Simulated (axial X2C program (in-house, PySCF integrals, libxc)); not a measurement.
## How the levels of BrTmBr⁺ (f12 s0 orbitals) move with the bond length

Calculated with an in-house all-electron X2C program for linear molecules (integrals from PySCF): two-component X2C with atomic mean-field Coulomb and Gaunt terms, basis Br dyall-v3z, Tm dyall-v3z (cores contracted in-house). Orbitals come from Hartree–Fock averaged over the configuration Tm f12 s0; CI then distributes these electrons over the f, s shells of Tm.

At Br–Tm–Br held linear, both bonds 2.560 Å:

```
Ω  energy (cm⁻¹)     g∥  configuration
0              0   0.00       100% f12
1             41   2.35       100% f12
2            180   4.72       100% f12
3            451   7.08       100% f12
4            892   9.41       100% f12
5           1509  11.71       100% f12
6           2255  13.99       100% f12
3           7385   6.78       100% f12
4           7480   9.09       100% f12
2           7516   4.64       100% f12
1           7637   2.42       100% f12
0           7667   0.00       100% f12
0           7968   0.00       100% f12
1           8063   1.80       100% f12
```

g∥ is the magnitude of 2⟨Lz + ge Sz⟩ for the +Ω component. The lowest 14 levels at most are listed.

At Br–Tm–Br held linear, both bonds 2.662 Å:

```json
{"Ω": "0", "energy (cm⁻¹)": "0", "g∥": "0.00", "configuration": "100% f12"}
{"Ω": "1", "energy (cm⁻¹)": "42", "g∥": "2.35", "configuration": "100% f12"}
{"Ω": "2", "energy (cm⁻¹)": "182", "g∥": "4.72", "configuration": "100% f12"}
{"Ω": "3", "energy (cm⁻¹)": "451", "g∥": "7.07", "configuration": "100% f12"}
{"Ω": "4", "energy (cm⁻¹)": "879", "g∥": "9.41", "configuration": "100% f12"}
{"Ω": "5", "energy (cm⁻¹)": "1472", "g∥": "11.71", "configuration": "100% f12"}
{"Ω": "6", "energy (cm⁻¹)": "2190", "g∥": "13.99", "configuration": "100% f12"}
{"Ω": "3", "energy (cm⁻¹)": "7396", "g∥": "6.78", "configuration": "100% f12"}
{"Ω": "4", "energy (cm⁻¹)": "7471", "g∥": "9.09", "configuration": "100% f12"}
{"Ω": "2", "energy (cm⁻¹)": "7512", "g∥": "4.63", "configuration": "100% f12"}
{"Ω": "1", "energy (cm⁻¹)": "7617", "g∥": "2.41", "configuration": "100% f12"}
{"Ω": "0", "energy (cm⁻¹)": "7644", "g∥": "0.00", "configuration": "100% f12"}
{"Ω": "0", "energy (cm⁻¹)": "7972", "g∥": "0.00", "configuration": "100% f12"}
{"Ω": "1", "energy (cm⁻¹)": "8064", "g∥": "1.81", "configuration": "100% f12"}
```

The lowest level lies 1165 cm⁻¹ above the lowest at the first distance.

Question: How does the gap from the lowest to the fifth level change between the two distances?

Answer: From 892 to 879 cm⁻¹, a factor of 0.99.

Dynamic correlation is missing, so gaps between terms are too wide and other configurations may lie lower; the lowest level listed is that of this model, not necessarily the ground state. At most 4 roots were kept for each Ω > 0 (twice that for Ω = 0) within 2.2 eV of the lowest, so higher up levels can be missing between those listed; levels with Ω > 0 are doubly degenerate and listed once, Ω = 0 levels singly. States that fill the shells left empty in the average are placed too high. The molecule was held linear; bending was not examined.
